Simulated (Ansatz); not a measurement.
Geometry optimisation, RKS B3LYP/def2-SVP in Ansatz 0.2.0.

Input file:

```yaml
crystal:
  periodic: [false, false, false]
  atoms:
    - { symbol: Sn, position_ang: [0.442763, -0.287663, -0.550379] }
    - { symbol: O, position_ang: [-0.659692, -0.520128, 2.40242] }
    - { symbol: H, position_ang: [-1.109359, -1.330492, 2.679828] }
    - { symbol: H, position_ang: [1.232811, -0.201131, -2.085695] }
    - { symbol: H, position_ang: [0.525915, 1.277859, 0.152168] }
    - { symbol: H, position_ang: [-1.201904, -0.686264, -0.847475] }
    - { symbol: Si, position_ang: [1.555207, -1.992338, 0.936654] }
    - { symbol: H, position_ang: [0.603673, -3.060346, 1.370658] }
    - { symbol: H, position_ang: [2.717842, -2.67343, 0.284931] }
    - { symbol: H, position_ang: [2.085951, -1.339069, 2.178559] }
    - { symbol: H, position_ang: [0.237193, -0.611598, 2.797232] }
basis:
  gaussian: { orbitals: def2-SVP }
hamiltonian:
  xc: b3lyp
relax:
  f_tol: 0.03
  max_steps: 50
```

Command:

```bash
$ ansatz run input.yaml --threads 2 --pin off --max-ram 3072MiB --backend cpu --events-out ev --progress --plain --runs-dir out
```

Question: Where does it end, and by what steps?

Answer: The forces met the threshold. The force dipped under the threshold on the way, but the program's further checks kept it going. After 10 steps the energy has fallen by 0.080 eV; H11 moved furthest, 0.56 Å.

| step | energy less start (eV) | largest force component (eV/Å) | accepted |
| --- | --- | --- | --- |
| 0 | 0.0000 | 0.768 | yes |
| 1 | -0.0454 | 0.822 | yes |
| 2 | -0.0571 | 0.908 | yes |
| 3 | -0.0114 | 0.614 | no |
| 4 | -0.0540 | 1.243 | no |
| 5 | -0.0756 | 0.238 | yes |
| 6 | -0.0795 | 0.007 | yes |
| 7 | -0.0777 | 0.322 | no |
| 8 | -0.0797 | 0.133 | yes |
| 9 | -0.0796 | 0.033 | no |
| 10 | -0.0800 | 0.003 | yes |

```xyz
11
Properties=species:S:1:pos:R:3
Sn 0.464 -0.276 -0.572
O -0.717 -0.541 2.399
H -1.102 -1.392 2.651
H 1.186 -0.221 -2.144
H 0.612 1.297 0.107
H -1.198 -0.653 -0.792
Si 1.640 -2.048 0.904
H 0.677 -3.103 1.343
H 2.749 -2.735 0.173
H 2.234 -1.421 2.124
H -0.115 -0.332 3.126
```

Time of the run: 14 s on 2 threads of AMD EPYC 9R45 96-Core Processor (Zen 5) (shared host), peak memory 0.24 GiB.
